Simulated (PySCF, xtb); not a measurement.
Si(H)2(NH2)2 (H₆N₂Si), SMILES N[SiH2]N. Other conformers were not sampled.

Harmonic wavenumbers (cm⁻¹) from GFN2-xTB in xtb at its own minimum, in rising order: 149, 184, 246, 500, 513, 546, 617, 731, 778, 799, 835, 847, 933, 1535, 1538, 2195, 2277, 3473, 3483, 3510, 3516.

**Question.** What does PBE0-D3(BJ)/def2-TZVP (PySCF 2.14.0) give at its own minimum? (The exact figures need the calculation; the answer reports its results.)

**Answer.** 206, 252, 334, 349, 422, 599, 682, 814, 821, 890, 901, 981, 987, 1574, 1577, 2175, 2191, 3613, 3614, 3712, 3713. Paired by order, the mean absolute difference is 90 cm⁻¹ and the zero-point energies are 41.8 and 43.5 kcal/mol.
